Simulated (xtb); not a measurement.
Ge(H)(F)2(NH2) (F₂GeH₃N), SMILES [F][GeH]([NH2])[F]. All values are semi-empirical tight-binding results from xtb (GFN2-xTB unless named), good for trends rather than for accurate numbers. The structure is a stationary point at GFN2-xTB. The values are those of a single conformer.

Optimised geometry:

Bond lengths (Å): Ge1–N2 1.784, Ge1–F3 1.721, Ge1–F4 1.721, Ge1–H5 1.492, N2–H6 1.009, N2–H7 1.009. Angles (°): N2–Ge1–F3 104.8, N2–Ge1–F4 104.8, N2–Ge1–H5 128.8, F3–Ge1–F4 106.0, F3–Ge1–H5 105.4, F4–Ge1–H5 105.4, Ge1–N2–H6 118.4, Ge1–N2–H7 118.4, H6–N2–H7 110.5.

For metal compounds this method's bond lengths and energies can be far off.

Task: Estimate the properties. (The exact figures need the calculation; the answer reports its results.)

Result: 
| Quantity | Result |
|---|---|
| point group as xtb finds it | Cs |
| orbital gap | 7.34 eV |
| zero-point energy | 21.7 kcal/mol |
| G − E(el) at 298.15 K (modified RRHO) | 2.8 kcal/mol |

Task: Give the atomic charges and the Wiberg bond orders between heavy atoms. (An estimate is asked for; the answer gives what the named calculation found.)

Result: charges (e) Ge1 0.38, N2 -0.32, F3 -0.26, F4 -0.26, H5 0.06, H6 0.19, H7 0.19. Bond orders Ge1–N2 1.18, Ge1–F3 1.09, Ge1–F4 1.09.
